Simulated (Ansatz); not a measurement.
ScAu₄⁺ (the lowest singlet isomer of a short search). Charge 1, multiplicity 1. Geometry B3LYP-D4/def2-SVP, basis def2-TZVP, Ansatz.

```xyz
5

Sc   -0.514   -0.252    0.654
Au   -2.107    1.556    0.890
Au    1.543   -0.465   -1.119
Au    1.945    0.625    1.294
Au   -0.867   -1.464   -1.718
```

| run | HOMO (eV) | LUMO (eV) |
| --- | --- | --- |
| A | -10.42 | -8.78 |
| B | -11.39 | -7.08 |
| C | -10.93 | -8.01 |
| D | -10.22 | -8.77 |
| E | -10.33 | -8.89 |

In the def2 sets Au takes a core potential; there is no spin–orbit coupling. Another isomer (singlet) lies 0.08 eV lower at PBE0-D4/def2-TZVP; other spin states weren't run for this one.

Problem. The runs used BHLYP, PBE, PBE0, r2SCAN, revPBE. Estimate which is which.

Solution. A r2SCAN (0 % exact exchange); B BHLYP (50 % exact exchange); C PBE0 (25 % exact exchange); D revPBE (0 % exact exchange); E PBE (0 % exact exchange). Exact exchange lowers occupied and raises empty levels; among semilocal functionals meta-GGAs tend to open the gap a little, and such runs are hard to tell apart. The gap grows from 1.44 eV (PBE) to 4.31 eV (BHLYP).
